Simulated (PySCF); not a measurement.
## Sb+ (antimony, charge +1): M06 calculation

Configuration: [Kr] 4d10 5s1 5p3, high-spin 5S determinant (an excited configuration). Computed with PySCF 2.14 in aug-cc-pVDZ-PP with ECP28MDF (5s4p3d, 32 functions), with a scalar-relativistic core potential.

* Total energy: -239.6814 hartree
* One-electron energy: -411.4167 hartree
* Hartree (Coulomb) energy: 190.9286 hartree
* Exchange-correlation energy: -19.1933 hartree
* ⟨S²⟩: 6.0011
* ⟨L²⟩: 0.000
* Sum of ⟨r⟩: 27.11 bohr
* Sum of ⟨r²⟩: 47.03 bohr²

```json
{"shell": "4s α", "electrons": "1", "mean orbital energy (eV)": "-165.50", "rms radius, mean of both spins (bohr)": "0.849"}
{"shell": "4s β", "electrons": "1", "mean orbital energy (eV)": "-165.20", "rms radius, mean of both spins (bohr)": "0.849"}
{"shell": "4p α", "electrons": "3", "mean orbital energy (eV)": "-117.65", "rms radius, mean of both spins (bohr)": "0.917"}
{"shell": "4p β", "electrons": "3", "mean orbital energy (eV)": "-117.37", "rms radius, mean of both spins (bohr)": "0.917"}
{"shell": "4d α", "electrons": "5", "mean orbital energy (eV)": "-46.016", "rms radius, mean of both spins (bohr)": "1.11"}
{"shell": "4d β", "electrons": "5", "mean orbital energy (eV)": "-45.703", "rms radius, mean of both spins (bohr)": "1.11"}
{"shell": "5s α", "electrons": "1", "mean orbital energy (eV)": "-23.939", "rms radius, mean of both spins (bohr)": "2.29"}
{"shell": "5p α", "electrons": "3", "mean orbital energy (eV)": "-14.514", "rms radius, mean of both spins (bohr)": "2.77"}
```

Energies and moments cover only the electrons outside the core potential.
